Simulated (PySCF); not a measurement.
## Multinuclear NMR of C$_{6}$H$_{4}$N$_{2}$

Mapped SMILES: `[N:1]#[C:2][c:3]1[cH:4][cH:5][cH:6][cH:7][n:8]1`. Hydrogens are named by the atom that carries them.

No relativistic terms, one conformer, no solvent model. Geometry: PBE0-D3(BJ)/def2-SVP; σ from GIAO-PBE0/pcSseg-1; couplings computed with B3LYP/pcJ-1 (spin–dipole term only in couplings to heteroatoms); PySCF 2.14.0 with density-fitted response routines.

Predict the ¹⁵N NMR data.

Results:


```
atoms                  environment  σ (ppm)  δ (ppm)
   N8  pyridine-type ring nitrogen   -102.7    -56.4
   N1             nitrile nitrogen    -50.4   -104.3
```

Shieldings were converted by a linear fit to measured shifts: ¹⁵N (scatter 7.2 ppm rms vs CH3NO2, solution or neat liquid). A few per cent of atoms miss by over 2 rms, more outside the fitted compound classes. Couplings are scaled by factors fitted to measured values: ³J(H,H) × 0.91 (rms 0.4 Hz, 0.5 with 2 outliers); all others are unscaled and can be 10–30 % off.

Couplings (the largest are listed; each averaged over equivalent pairs): ¹J(N1,C2) = -19.5 Hz, ¹J(C3,N8) = -2.7 Hz, ²J(N8,H(C7)) = -13.7 Hz, ²J(C2,N8) = -11.5 Hz, ²J(N1,C3) = 2.6 Hz, ²J(C6,N8) = 2.1 Hz, ²J(C4,N8) = 1.9 Hz, ³J(C5,N8) = -3.4 Hz, ³J(N8,H(C6)) = -1.4 Hz. Signs are for ¹⁵N, whose magnetogyric ratio is negative.

On a 300 MHz spectrometer ¹⁵N resonates near 30.4 MHz, so 1 ppm is 30.4 Hz.
